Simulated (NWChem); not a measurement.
**Ionisation of thionyl fluoride (F2OS)**

```xyz
4

O     -1.3917    -0.3297     0.0000
S     -0.1604     0.4112     0.0000
F      0.7611    -0.2190     1.1690
F      0.7611    -0.2190    -1.1690
```
Charge 0, spin multiplicity 1.

All runs are NWChem calculations. Structure: optimised with PBE0/def2-SVP, a minimum by its harmonic frequencies.

Basis set: def2-TZVP. −ε marks an orbital energy of the parent.

B3LYP has NWChem's definition, with VWN1-RPA local correlation.

Problem. Order these methods by the first vertical ionisation energy they give, lowest first: −ε(HOMO) of B3LYP, −ε(HOMO) of PBE0, −ε(HOMO) of HF, −ε(HOMO) of PBE.

Solution. −ε(HOMO) of PBE (8.20 eV), −ε(HOMO) of B3LYP (9.56 eV), −ε(HOMO) of PBE0 (9.78 eV), −ε(HOMO) of HF (13.67 eV)
